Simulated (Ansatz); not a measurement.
Isolated molecules relaxed with PBE0-D4/def2-TZVP in Ansatz; ΔE leaves out vibrations. CCSD(T)/CBS adds triple-zeta CCSD(T) − MP2 to the extrapolated MP2 energy (def2 sets, frozen cores). This one scheme is used for every species. Functionals use def2-TZVPP. Each species was taken in one conformer, which may not be the lowest.

`OB(O)[SiH3]` + HCl → `OB([SiH3])Cl` + H₂O  (ligand exchange at a B–O bond)

`OB(O)[SiH3]`:

Cartesian coordinates in Å:
```
O 1.634 0.553 0.093
B 0.272 0.505 0.103
O -0.529 1.584 0.335
Si -0.642 -1.276 -0.252
H 2.024 1.417 0.262
H -0.078 2.418 0.498
H 0.342 -2.377 -0.429
H -1.547 -1.633 0.876
H -1.475 -1.192 -1.485
```

HCl:

Z-matrix (Å, degrees):
```
Cl
H 1 1.279
```

`OB([SiH3])Cl`:

Cartesian coordinates in Å:
```
O -1.520 0.858 0.619
B -0.718 -0.175 0.312
Si 1.123 0.103 -0.480
Cl -1.290 -1.833 0.607
H -2.371 0.596 0.989
H 1.443 1.544 -0.656
H 1.194 -0.576 -1.803
H 2.139 -0.517 0.412
```

H₂O:

Cartesian coordinates in Å:
```
O -0.347 0.163 0.064
H 0.500 0.606 -0.020
H -0.152 -0.770 -0.044
```

```csv
level,ΔE (kJ/mol)
PBE0,22.5
MP2/CBS(def2),15.6
```

Q: What does CCSD(T)/CBS give? (Best estimate.)

A: Ansatz gave: +20.6 kJ/mol. The listed levels differ from it by 1.9, -5.0 kJ/mol.

Largest T1 diagnostic among the species: 0.014.

In def2-TZVPP, CCSD(T) changes the Hartree–Fock value by −7.2 kJ/mol (the triples alone add −2.0 kJ/mol) and MP2 by −12.1 kJ/mol. At CCSD(T), def2-SVP lies +13.7 kJ/mol from the extrapolated value and def2-TZVPP +5.1 kJ/mol.
